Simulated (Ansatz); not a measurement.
System: sum formula SiN3H5F, net charge -1, singlet state. It need not be the lowest isomer of its formula. Whether it binds its extra electron was not tested at this geometry. 
Coordinates optimised at B3LYP-D3(BJ)/def2-TZVP (Ansatz, an electronic-structure program):
```
Si
N 1 1.6347
H 2 1.0145 1 116.43
F 1 1.6649 2 121.89 3 -78.78
N 1 1.7731 2 117.28 3 39.77
H 5 1.0118 1 112.07 2 52.85
H 5 1.0140 6 108.07 1 -127.34
N 1 1.7749 2 109.22 3 166.46
H 8 1.0125 1 113.31 2 121.26
H 8 1.0126 9 108.01 1 121.04
```
Charge -1, spin multiplicity 1.

Basis-set convergence of Hartree-Fock and MP2 correlation energies (hartree) with Ansatz. Cores are frozen in the correlated levels unless marked. Spin-orbit coupling is left out. No relativistic terms. This anion needs diffuse functions, which these sets lack.

```json
[
 {"basis": "cc-pV(D+d)Z", "functions": "104", "E(HF)": "-554.76757", "E(corr, MP2)": "-0.80164"},
 {"basis": "cc-pV(T+d)Z", "functions": "229", "E(HF)": "-554.89423", "E(corr, MP2)": "-1.03034"},
 {"basis": "cc-pV(Q+d)Z", "functions": "434", "E(HF)": "…", "E(corr, MP2)": "…"}
]
```

### Question
Some entries are withheld; supply them.

### Answer

- cc-pV(Q+d)Z, E(HF): -554.92674
- cc-pV(Q+d)Z, E(corr, MP2): -1.11412
